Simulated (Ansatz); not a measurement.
Sn₃₀H₃₆, a nanocrystal cut from cubic tin. Charge 0, multiplicity 1. Geometry PBE-D4/def2-SVP; atoms count from 1.

Cartesian coordinates in Å:
```
Sn -1.976 4.209 -3.317
Sn 2.914 3.642 -3.032
Sn -4.606 0.460 -2.960
Sn -2.781 -3.680 -2.253
Sn 4.568 -0.571 -2.312
Sn 1.825 -4.193 -1.932
Sn -0.006 0.009 -2.621
Sn 0.182 3.182 0.723
Sn -2.646 -0.500 1.129
Sn 1.926 -1.025 1.452
Sn 4.808 2.634 0.950
Sn 1.957 2.108 4.937
Sn -0.839 -4.717 1.839
Sn -0.736 -1.609 5.201
Sn -2.114 1.441 -3.855
Sn 2.508 0.902 -3.566
Sn -1.821 4.716 -0.551
Sn 2.688 4.052 -0.252
Sn -0.273 -2.757 -3.168
Sn -4.867 -2.285 -3.543
Sn -4.801 0.792 -0.166
Sn -2.878 -3.259 0.538
Sn 4.327 -3.319 -2.897
Sn 4.423 -0.120 0.474
Sn 1.639 -3.779 0.858
Sn -0.145 0.423 0.177
Sn 0.116 3.686 3.504
Sn -2.856 -0.245 3.937
Sn 1.731 -0.619 4.248
Sn -0.985 -4.358 4.635
H -3.382 4.990 -3.982
H -0.586 4.900 -4.096
H 4.510 4.095 -3.554
H 1.782 4.626 -3.908
H -5.883 1.358 -3.740
H -2.910 -5.391 -2.576
H 6.104 0.027 -2.890
H 1.609 -5.895 -2.260
H 6.314 3.129 0.233
H 4.905 2.969 2.652
H 3.565 2.676 4.608
H 1.684 2.291 6.647
H -1.005 -6.409 1.440
H -0.825 -1.347 6.925
H -2.010 1.196 -5.581
H 2.575 0.617 -5.288
H -1.487 6.402 -0.281
H -3.361 4.375 0.177
H 2.852 5.754 0.102
H -0.171 -2.970 -4.899
H -4.795 -2.548 -5.260
H -6.411 -2.871 -2.998
H -6.283 0.077 0.403
H -4.849 2.476 0.258
H -4.428 -3.798 1.136
H 4.446 -3.587 -4.611
H 5.614 -4.214 -2.144
H 5.683 -1.038 1.260
H 2.940 -4.634 1.652
H -1.484 3.383 4.107
H 0.454 5.372 3.772
H -2.878 1.430 4.397
H -4.374 -0.936 4.434
H 3.019 -1.507 5.024
H -2.496 -4.966 5.244
H 0.283 -5.252 5.420
```

In the def2 sets Sn takes a core potential; there is no spin–orbit coupling. Single mean-field runs in def2-SVP are fitted with def2-universal-jkfit.

Estimate the Mulliken populations of the heavy atoms from the PBE0/def2-SVP orbitals of Ansatz.


```
atom  charge (e)
 Sn1        0.15
 Sn2        0.15
 Sn3        0.02
 Sn4        0.04
 Sn5        0.02
 Sn6        0.04
 Sn7       -0.13
 Sn8       -0.12
 Sn9       -0.12
Sn10       -0.13
Sn11        0.15
Sn12        0.15
Sn13        0.04
Sn14        0.02
Sn15        0.06
Sn16        0.06
Sn17        0.16
Sn18        0.04
Sn19        0.06
Sn20        0.17
Sn21        0.17
Sn22        0.03
Sn23        0.18
Sn24        0.06
Sn25        0.06
Sn26       -0.10
Sn27        0.16
Sn28        0.17
Sn29        0.06
Sn30        0.17
```
Mulliken values depend strongly on the basis.

And the Mayer bond orders between heavy atoms (over 0.3, the first 40 of 42)?

Sn1–Sn15 0.86 (2.82 Å); Sn1–Sn17 0.88 (2.82 Å); Sn2–Sn16 0.86 (2.82 Å); Sn2–Sn18 0.87 (2.82 Å); Sn3–Sn15 0.85 (2.82 Å); Sn3–Sn20 0.87 (2.82 Å); Sn3–Sn21 0.86 (2.82 Å); Sn4–Sn19 0.85 (2.82 Å); Sn4–Sn20 0.86 (2.82 Å); Sn4–Sn22 0.85 (2.82 Å); Sn5–Sn16 0.85 (2.83 Å); Sn5–Sn23 0.87 (2.82 Å); Sn5–Sn24 0.85 (2.83 Å); Sn6–Sn19 0.85 (2.83 Å); Sn6–Sn23 0.86 (2.82 Å); Sn6–Sn25 0.85 (2.83 Å); Sn7–Sn15 0.85 (2.83 Å); Sn7–Sn16 0.85 (2.83 Å); Sn7–Sn19 0.84 (2.83 Å); Sn7–Sn26 0.85 (2.83 Å); Sn8–Sn17 0.86 (2.83 Å); Sn8–Sn18 0.86 (2.83 Å); Sn8–Sn26 0.85 (2.83 Å); Sn8–Sn27 0.86 (2.83 Å); Sn9–Sn21 0.85 (2.83 Å); Sn9–Sn22 0.85 (2.83 Å); Sn9–Sn26 0.85 (2.83 Å); Sn9–Sn28 0.85 (2.83 Å); Sn10–Sn24 0.85 (2.83 Å); Sn10–Sn25 0.84 (2.83 Å); Sn10–Sn26 0.85 (2.83 Å); Sn10–Sn29 0.85 (2.83 Å); Sn11–Sn18 0.87 (2.82 Å); Sn11–Sn24 0.86 (2.82 Å); Sn12–Sn27 0.88 (2.82 Å); Sn12–Sn29 0.86 (2.82 Å); Sn13–Sn22 0.85 (2.82 Å); Sn13–Sn25 0.85 (2.83 Å); Sn13–Sn30 0.86 (2.82 Å); Sn14–Sn28 0.86 (2.82 Å).
